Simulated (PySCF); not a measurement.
Simulated outer-valence photoelectron spectrum of `[PH2][GeH2][GeH3]`. The calculation used EOM-IP-CCSD/aug-cc-pVDZ in PySCF, restricted Hartree–Fock reference, 23 core orbitals frozen, non-relativistic, gas phase, PBE0-D3(BJ)/def2-SVP geometry.

Each root has a Gaussian of 0.8 eV full width with its one-hole share as area; cross sections and vibrations are left out, and the highest printed point is 100.

```
ionisation energy (eV)  intensity
                   8.0          0
                   8.2          1
                   8.4          4
                   8.6         12
                   8.8         26
                   9.0         40
                   9.2         45
                   9.4         35
                   9.6         20
                   9.8          9
                  10.0          9
                  10.2         18
                  10.4         34
                  10.6         48
                  10.8         53
                  11.0         58
                  11.2         70
                  11.4         86
                  11.6         94
                  11.8         96
                  12.0        100
                  12.2        100
                  12.4         85
                  12.6         56
                  12.8         30
                  13.0         22
                  13.2         30
                  13.4         42
                  13.6         43
                  13.8         32
                  14.0         17
                  14.2          6
                  14.4          2
                  14.6          0
                  14.8          0
                  15.0          0
                  15.2          0
                  15.4          0
                  15.6          1
                  15.8          5
                  16.0         14
                  16.2         27
                  16.4         38
                  16.6         38
                  16.8         27
                  17.0         13
                  17.2          5
                  17.4          1
                  17.6          0
```

Task: Where are the maxima, and how many lines lie under the curve?

Result: 4 maxima, at 9.2, 12.1, 13.5 and 16.5 eV, from 8 lines. At this width some lines have no maximum of their own.

Task: List the lines with their holes.

Result: 
| E (eV) | leading hole (HF orbital) | area | Koopmans (eV) |
| --- | --- | --- | --- |
| 9.16 | HOMO | 0.95 | 9.55 |
| 10.66 | HOMO-1 | 0.95 | 11.28 |
| 11.38 | HOMO-2 | 0.94 | 12.05 |
| 11.65 | HOMO-3 | 0.94 | 12.47 |
| 12.21 | HOMO-4 | 0.93 | 12.99 |
| 12.32 | HOMO-5 | 0.94 | 13.13 |
| 13.53 | HOMO-6 | 0.93 | 14.43 |
| 16.50 | HOMO-7 | 0.84 | 18.25 |

The widest gap, 2.97 eV, lies between 13.53 and 16.50 eV. Only orbitals with −ε under 21 eV, eight at most, were ionised, so the high end of the curve may lack lines.

Conformer computed: `[PH2:1][GeH2:2][GeH3:3]`: H–P1–Ge2–Ge3 -50°, H–P1–Ge2–Ge3 43°.

One conformer stands for the species.
